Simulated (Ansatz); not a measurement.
Geometry optimisation, RKS PBE0/def2-SVP in Ansatz 0.2.0.

input.yaml

```yaml
crystal:
  periodic: [false, false, false]
  atoms:
    - { symbol: C, position_ang: [-0.2847, 0.096, -0.4829] }
    - { symbol: C, position_ang: [-0.8087, -1.1157, 0.2207] }
    - { symbol: Zn, position_ang: [1.5752, -1.593, -0.4295] }
    - { symbol: Si, position_ang: [1.2028, 0.8909, 0.4024] }
    - { symbol: H, position_ang: [0.14289, -1.55601, -0.07713] }
    - { symbol: H, position_ang: [-1.1562, 0.9011, -0.5376] }
    - { symbol: H, position_ang: [-1.5698, -1.6115, -0.3706] }
    - { symbol: H, position_ang: [-1.1738, -0.8405, 1.2166] }
    - { symbol: H, position_ang: [0.7323, 1.2632, 1.8149] }
    - { symbol: H, position_ang: [1.5866, 2.0832, -0.2848] }
basis:
  gaussian: { orbitals: def2-SVP }
hamiltonian:
  xc: pbe0
relax:
  f_tol: 0.02
  max_steps: 50
```

Command:

```bash
$ ansatz run input.yaml --threads 2 --pin off --max-ram 3072MiB --backend cpu --events-out ev --progress --plain --runs-dir out
```

**Question.** Where does it end, and by what steps?

**Answer.** The forces met the threshold. After 25 steps the energy has fallen by 3.296 eV; H5 moved furthest, 1.50 Å. Parted: Zn3–H5. Joined: C1–Zn3.

```json
{"step": "0", "energy less start (eV)": "0.0000", "largest force component (eV/Å)": "2.956", "accepted": "yes"}
{"step": "1", "energy less start (eV)": "-1.4121", "largest force component (eV/Å)": "2.126", "accepted": "yes"}
{"step": "2", "energy less start (eV)": "-2.2120", "largest force component (eV/Å)": "1.170", "accepted": "yes"}
{"step": "3", "energy less start (eV)": "-2.6051", "largest force component (eV/Å)": "0.798", "accepted": "yes"}
{"step": "4", "energy less start (eV)": "-2.8461", "largest force component (eV/Å)": "0.397", "accepted": "yes"}
{"step": "5", "energy less start (eV)": "-2.8677", "largest force component (eV/Å)": "1.245", "accepted": "yes"}
{"step": "6", "energy less start (eV)": "-3.0092", "largest force component (eV/Å)": "0.633", "accepted": "yes"}
{"step": "7", "energy less start (eV)": "-3.0907", "largest force component (eV/Å)": "0.321", "accepted": "yes"}
{"step": "8", "energy less start (eV)": "-3.1172", "largest force component (eV/Å)": "0.274", "accepted": "yes"}
{"step": "9", "energy less start (eV)": "-3.1381", "largest force component (eV/Å)": "0.426", "accepted": "yes"}
{"step": "10", "energy less start (eV)": "-3.1506", "largest force component (eV/Å)": "0.325", "accepted": "yes"}
{"step": "11", "energy less start (eV)": "-3.1582", "largest force component (eV/Å)": "0.185", "accepted": "yes"}
{"step": "12", "energy less start (eV)": "-3.1619", "largest force component (eV/Å)": "0.168", "accepted": "yes"}
{"step": "13", "energy less start (eV)": "-3.1633", "largest force component (eV/Å)": "0.180", "accepted": "yes"}
{"step": "14", "energy less start (eV)": "-3.1695", "largest force component (eV/Å)": "0.133", "accepted": "yes"}
{"step": "15", "energy less start (eV)": "-3.1743", "largest force component (eV/Å)": "0.277", "accepted": "yes"}
{"step": "16", "energy less start (eV)": "-3.1838", "largest force component (eV/Å)": "0.279", "accepted": "yes"}
{"step": "17", "energy less start (eV)": "-3.2111", "largest force component (eV/Å)": "0.386", "accepted": "yes"}
{"step": "18", "energy less start (eV)": "-3.2339", "largest force component (eV/Å)": "0.481", "accepted": "yes"}
{"step": "19", "energy less start (eV)": "-3.2508", "largest force component (eV/Å)": "0.587", "accepted": "yes"}
{"step": "20", "energy less start (eV)": "-3.2683", "largest force component (eV/Å)": "0.547", "accepted": "yes"}
{"step": "21", "energy less start (eV)": "-3.2882", "largest force component (eV/Å)": "0.210", "accepted": "yes"}
{"step": "22", "energy less start (eV)": "-3.2882", "largest force component (eV/Å)": "0.261", "accepted": "yes"}
{"step": "23", "energy less start (eV)": "-3.2955", "largest force component (eV/Å)": "0.082", "accepted": "yes"}
{"step": "24", "energy less start (eV)": "-3.2959", "largest force component (eV/Å)": "0.022", "accepted": "yes"}
{"step": "25", "energy less start (eV)": "-3.2960", "largest force component (eV/Å)": "0.006", "accepted": "yes"}
```

```xyz
10
Properties=species:S:1:pos:R:3
C 0.019 -0.334 -0.491
C -1.012 -0.990 0.386
Zn 1.820 -0.567 -1.358
Si 1.254 1.015 0.256
H -0.555 -1.504 1.246
H -0.450 0.119 -1.390
H -1.605 -1.738 -0.169
H -1.735 -0.255 0.792
H 1.835 0.428 1.515
H 0.677 2.343 0.685
```

Whether the end is a true minimum wasn't checked by a vibrational analysis.

The run took 91 s on 2 threads of Arm Neoverse V2, on a shared host, peak memory 0.25 GiB.
